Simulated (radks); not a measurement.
The numbers below are computed, except where a source is named.
Task: Radial electron density D(r) = 4 pi r^2 rho(r) of an atom or ion with 1 electrons. Level of theory: Dirac Kohn-Sham, PBEsol, spin-unpolarised, spherical densities, finite nucleus; Fermi nuclear charge, rms radius of each element as measured or else 0.836 A^(1/3) + 0.57 fm (a radial shooting solver on a logarithmic mesh with Libxc functionals).

r (bohr),D(r) (e/bohr)
0.004009,0.2864
0.004668,0.3786
0.005434,0.4987
0.006326,0.6541
0.007364,0.8537
0.008505,1.093
0.009901,1.409
0.01153,1.803
0.01342,2.285
0.01562,2.867
0.01819,3.552
0.02117,4.339
0.02465,5.212
0.02869,6.142
0.0334,7.075
0.03889,7.940
0.04527,8.643
0.05228,9.067
0.06086,9.163
0.07085,8.830
0.08249,8.051
0.09603,6.885
0.1118,5.463
0.1301,3.974
0.1515,2.614
0.1764,1.529
0.2053,0.7800
0.239,0.3395
0.2783,0.1228
0.324,0.03578

What is the nuclear charge?

Result: Z = 17. The innermost maximum, from 1s, lies near gamma/Z bohr with gamma = sqrt(1 - (Z/c)^2) = 0.992, here 0.0584 bohr (found: 0.0585), and its height grows with Z. The density is that of the chlorine ion Cl16+ in 1s1; the configuration itself is not fixed sharply by these data, and Z only to about a unit. D(r) has 1 maximum, at r = 0.0585 bohr.
